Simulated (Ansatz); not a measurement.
Mulliken charges of Cl$_{2}$H$_{2}$S$_{2}$Ti (`[SH][Ti]([SH])([Cl])[Cl]`) from B3LYP/def2-TZVPP in Ansatz (PBE0-D4/def2-TZVP geometry).

```csv
atom,x (Å),y (Å),z (Å),charge (e)
S1,-1.623,0.341,1.064,-0.207
Ti2,0.259,0.523,-0.181,0.561
S3,1.016,-1.560,-0.642,-0.207
Cl4,-0.128,1.398,-2.131,-0.198
Cl5,1.633,1.636,1.081,-0.198
H6,-2.174,-0.471,0.138,0.125
H7,1.015,-1.866,0.672,0.125
```

Problem. By hand: the dipole of these point charges (1 e Å = 4.8032 D).

Solution. Σ q r = (-0.172, -0.347, 0.120) e Å, of length 0.405 e Å = 1.95 D.

Problem. How does the dipole of the full density compare? (Estimate.)

Solution. Ansatz gave: (-0.110, -0.222, 0.077) e Å, 1.25 D; the point charges give 1.56 times that, at 0° from its direction.

Point charges leave out the atoms' own dipoles, such as those of lone pairs, and Mulliken's split depends on the basis, so the two needn't agree.

B3LYP here is the variant with VWN-RPA as its local correlation; programs differ in this.
